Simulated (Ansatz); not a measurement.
Basis-set extrapolation for C$_{2}$H$_{8}$B$_{2}$O, SMILES `BC(B)(C)O` (PBE0-D4/def2-TZVP geometry, frozen core, Ansatz). Multiplicity 1, RHF reference.

```
                      def2-TZVPP   def2-QZVPP
                 HF  -204.635254  -204.645221
    MP2 correlation    -0.806359    -0.860634
CCSD(T) correlation    -0.885520      not run
```

Energies in hartree. Use E(X) = E(∞) + A·exp(−7.88·√X) for Hartree–Fock and E(X) = E(∞) + B·X^(−2.97) for correlation, with X = 3 and 4, and add CCSD(T) minus MP2 of the smaller set to the MP2 limit.

Problem. What is the CCSD(T) energy at the basis-set limit?

Solution. HF limit: -204.645221 + (-0.009967) × 0.13774 = -204.64659. MP2 limit: -0.860634 + (-0.054275) × 0.74074 = -0.90084. Higher-order term: -0.885520 − (-0.806359) = -0.07916. Total: -205.62659 hartree, 277.8 kJ/mol below CCSD(T)/def2-TZVPP.
